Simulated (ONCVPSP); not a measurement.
How hard is this Mg (Z = 12) ONCV potential?

```
Element                 : Mg (Z = 12)
Generator               : ONCVPSP 4.0.1
Type                    : optimised norm-conserving Vanderbilt (ONCV)
Functional              : LDA (Perdew-Wang 92)
Relativity              : scalar-relativistic
Frozen core             : [He]
Valence charge          : 10
Reference configuration : 2s2 2p6 3s1 3p1
Partial waves           : 2s+3s: rc 1.20 bohr, ncon 4, nbas 9, qcut 12.7 1/bohr, 2 projectors; 2p+3p: rc 1.25 bohr, ncon 5, nbas 9, qcut 13.4 1/bohr, 2 projectors
Local potential         : polynomial inside 1.05 bohr (lpopt 5, dvloc0 0 Ha)
Core correction         : none
```

**Question.** For each optimised wave give the share of its norm inside rc, the residual kinetic energy above qcut (Ha) and the cutoffs (Ha) for errors of 10, 1, 0.1 and 0.01 mHa per electron.

**Answer.**

```
wave  norm inside rc  residual KE  10 mHa  1 mHa  0.1 mHa  0.01 mHa
  2s           0.930      1.7e-09    15.1   20.5     43.2      54.6
  3s           0.032      1.6e-09     9.6   14.9     34.7      50.6
  2p           0.922      2.5e-07    51.7   63.2     72.7      79.9
  3p           0.016      5.5e-08    32.0   48.5     61.9      72.7
```

The occupied waves need 63 Ha and 73 Ha for 1 and 0.1 mHa.
